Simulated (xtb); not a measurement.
Input file for xtb: GFN2-xTB on BH4NO2 (SMILES NB(O)O), a point of a torsion scan.

```
$ xtb mol.xyz --gfn 2 --sp --chrg 0 --uhf 0
8

N      1.21229411    -0.12278511    -0.02552038
B     -0.20872291     0.04130645    -0.12346005
O     -0.77633807     1.10924844    -0.76165020
O     -1.01130066    -0.98312372     0.26782026
H      1.77311209     0.57955034     0.42673250
H      1.49175708    -1.02779503     0.32258566
H     -0.15621998     1.76020727    -1.08341098
H     -1.93013824    -0.84850555     0.03762214
```

Program output:

```
[...]
           -------------------------------------------------
          |                Calculation Setup                |
           -------------------------------------------------



           -------------------------------------------------
          |                 G F N 2 - x T B                 |
           -------------------------------------------------

        Reference                      10.1021/acs.jctc.8b01176
      * Hamiltonian:
        H0-scaling (s, p, d)           1.850000    2.230000    2.230000
        zeta-weighting                 0.500000
      * Dispersion:
        s8                             2.700000
        a1                             0.520000
        a2                             5.000000
        s9                             5.000000
      * Repulsion:
        kExp                           1.500000    1.000000
        rExp                           1.000000
      * Coulomb:
        alpha                          2.000000
        third order                    shell-resolved
        anisotropic                    true
        a3                             3.000000
        a5                             4.000000
        cn-shift                       1.200000
        cn-exp                         4.000000
        max-rad                        5.000000


          ...................................................
          :                      SETUP                      :
          :.................................................:
          :  # basis functions                  20          :
          :  # atomic orbitals                  20          :
          :  # shells                           12          :
          :  # electrons                        24          :
          :  max. iterations                   250          :
          :  Hamiltonian                  GFN2-xTB          :
          :  restarted?                      false          :
          :  GBSA solvation                  false          :
          :  PC potential                    false          :
          :  electronic temp.          300.0000000     K    :
          :  accuracy                    1.0000000          :
          :  -> integral cutoff          0.2500000E+02      :
          :  -> integral neglect         0.1000000E-07      :
          :  -> SCF convergence          0.1000000E-05 Eh   :
          :  -> wf. convergence          0.1000000E-03 e    :
          :  Broyden damping             0.4000000          :
          :  net charge                          0          :
          :  unpaired electrons                  0          :
          ...................................................

 iter      E             dE          RMSdq      gap      omega  full diag
   1    -14.4231872 -0.144232E+02  0.749E+00    7.97       0.0  T
   2    -14.5295766 -0.106389E+00  0.451E+00    6.36       1.0  T
   3    -14.5316043 -0.202772E-02  0.171E+00    7.65       1.0  T
   4    -14.5389013 -0.729703E-02  0.511E-01    7.09       1.0  T
   5    -14.5406008 -0.169947E-02  0.230E-01    7.29       1.0  T
   6    -14.5407112 -0.110443E-03  0.906E-02    7.19       1.0  T
   7    -14.5407619 -0.507222E-04  0.386E-02    7.23       1.0  T
   8    -14.5407760 -0.140157E-04  0.665E-03    7.22       5.3  T
   9    -14.5407761 -0.116172E-06  0.276E-03    7.22      12.8  T
  10    -14.5407762 -0.892312E-07  0.328E-04    7.22     107.8  T
  11    -14.5407762  0.527104E-09  0.320E-04    7.22     110.6  T

   *** convergence criteria satisfied after 11 iterations ***

         #    Occupation            Energy/Eh            Energy/eV
      -------------------------------------------------------------
         1        2.0000           -0.6772345             -18.4285
       ...           ...                  ...                  ...
         6        2.0000           -0.5238640             -14.2551
         7        2.0000           -0.5083021             -13.8316
         8        2.0000           -0.4862959             -13.2328
         9        2.0000           -0.4716736             -12.8349
        10        2.0000           -0.4516506             -12.2900
        11        2.0000           -0.4434328             -12.0664
        12        2.0000           -0.3876900             -10.5496 (HOMO)
        13                         -0.1225411              -3.3345 (LUMO)
        14                          0.0509062               1.3852
        15                          0.1378969               3.7524
        16                          0.1529254               4.1613
        17                          0.2176022               5.9213
       ...                                ...                  ...
        20                          0.5396493              14.6846
      -------------------------------------------------------------
                  HL-Gap            0.2651489 Eh            7.2151 eV
             Fermi-level           -0.2551156 Eh           -6.9420 eV

 SCC (total)                   0 d,  0 h,  0 min,  0.004 sec
 SCC setup                      ...        0 min,  0.000 sec (  1.649%)
 Dispersion                     ...        0 min,  0.000 sec (  2.705%)
 classical contributions        ...        0 min,  0.000 sec (  0.304%)
 integral evaluation            ...        0 min,  0.000 sec ( 11.189%)
 iterations                     ...        0 min,  0.002 sec ( 55.125%)
 molecular gradient             ...        0 min,  0.001 sec ( 26.235%)
 printout                       ...        0 min,  0.000 sec (  2.474%)

         :::::::::::::::::::::::::::::::::::::::::::::::::::::
         ::                     SUMMARY                     ::
         :::::::::::::::::::::::::::::::::::::::::::::::::::::
         :: total energy             -14.425701726997 Eh    ::
         :: gradient norm              0.014891782624 Eh/a0 ::
         :: HOMO-LUMO gap              7.215068095185 eV    ::
         ::.................................................::
         :: SCC energy               -14.540775314549 Eh    ::
         :: -> isotropic ES            0.095504895847 Eh    ::
         :: -> anisotropic ES         -0.000739692130 Eh    ::
         :: -> anisotropic XC          0.000386753346 Eh    ::
         :: -> dispersion             -0.002621940341 Eh    ::
         :: repulsion energy           0.115073587552 Eh    ::
         :: add. restraining           0.000000000000 Eh    ::
         :: total charge               0.000000000000 e     ::
         :::::::::::::::::::::::::::::::::::::::::::::::::::::

           -------------------------------------------------
          |                Property Printout                |
           -------------------------------------------------

    * Orbital Energies and Occupations

         #    Occupation            Energy/Eh            Energy/eV
      -------------------------------------------------------------
         1        2.0000           -0.6772345             -18.4285
         2        2.0000           -0.6723051             -18.2944
         3        2.0000           -0.5979228             -16.2703
         4        2.0000           -0.5776531             -15.7187
         5        2.0000           -0.5645474             -15.3621
         6        2.0000           -0.5238640             -14.2551
         7        2.0000           -0.5083021             -13.8316
         8        2.0000           -0.4862959             -13.2328
         9        2.0000           -0.4716736             -12.8349
        10        2.0000           -0.4516506             -12.2900
        11        2.0000           -0.4434328             -12.0664
        12        2.0000           -0.3876900             -10.5496 (HOMO)
        13                         -0.1225411              -3.3345 (LUMO)
Note: The following floating-point exceptions are signalling: IEEE_UNDERFLOW_FLAG IEEE_DENORMAL
normal termination of xtb
        14                          0.0509062               1.3852
        15                          0.1378969               3.7524
        16                          0.1529254               4.1613
        17                          0.2176022               5.9213
        18                          0.3508156               9.5462
        19                          0.4994673              13.5912
        20                          0.5396493              14.6846
      -------------------------------------------------------------
                  HL-Gap            0.2651489 Eh            7.2151 eV
             Fermi-level           -0.2551156 Eh           -6.9420 eV

     #   Z          covCN         q      C6AA      α(0)
     1   7 N        2.560    -0.419    30.918     8.258
     2   5 B        2.414     0.480    18.435     7.850
     3   8 O        1.593    -0.503    22.989     6.471
     4   8 O        1.593    -0.487    22.653     6.423
     5   1 H        0.860     0.157     1.353     1.822
     6   1 H        0.860     0.164     1.310     1.793
     7   1 H        0.806     0.299     0.722     1.335
     8   1 H        0.806     0.308     0.697     1.311

 Mol. C6AA /au·bohr⁶  :        541.266734
 Mol. C8AA /au·bohr⁸  :      11948.967790
 Mol. α(0) /au        :         35.263361


Wiberg/Mayer (AO) data.
largest (>0.10) Wiberg bond orders for each atom

 ---------------------------------------------------------------------------
     #   Z sym  total        # sym  WBO       # sym  WBO       # sym  WBO
 ---------------------------------------------------------------------------
     1   7 N    3.149 --     2 B    1.136     6 H    0.960     5 H    0.956
     2   5 B    3.400 --     1 N    1.136     4 O    1.135     3 O    1.107
     3   8 O    2.104 --     2 B    1.107     7 H    0.892
     4   8 O    2.126 --     2 B    1.135     8 H    0.886
     5   1 H    0.975 --     1 N    0.956
     6   1 H    0.973 --     1 N    0.960
     7   1 H    0.910 --     3 O    0.892
     8   1 H    0.905 --     4 O    0.886
 ---------------------------------------------------------------------------

Topologies differ in total number of bonds
Writing topology from bond orders to xtbtopo.mol

molecular dipole:
                 x           y           z       tot (Debye)
 q only:        0.297       0.341       0.021
   full:        0.304       0.499       0.169       1.545
molecular quadrupole (traceless):
                xx          xy          yy          xz          yz          zz
 q only:        1.569       1.817      -0.242       0.461      -0.252      -1.327
  q+dip:        2.055       2.232      -0.434       1.342      -0.049      -1.622
   full:        1.873       2.393      -0.252       1.394       0.069      -1.622


           -------------------------------------------------
          | TOTAL ENERGY              -14.425701726997 Eh   |
          | GRADIENT NORM               0.014891782624 Eh/α |
          | HOMO-LUMO GAP               7.215068095185 eV   |
           -------------------------------------------------

------------------------------------------------------------------------
------------------------------------------------------------------------
 total:
 SCF:
```

The run finished.

Cost: around 0.03 core-seconds (rough).
